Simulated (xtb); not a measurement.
xtb input:

```bash
xtb mol.xyz --gfn 2 --sp --chrg 0 --uhf 0
```
mol.xyz:
```
3

Sn     0.00624545     0.00001533     0.04778301
H     -0.14809190    -1.26562731    -1.19522083
H     -0.16418077     1.26486076    -1.19392983
```

Question: Which total energy does the run end on?

Answer: -3.11816 Eh (GFN2-xTB).
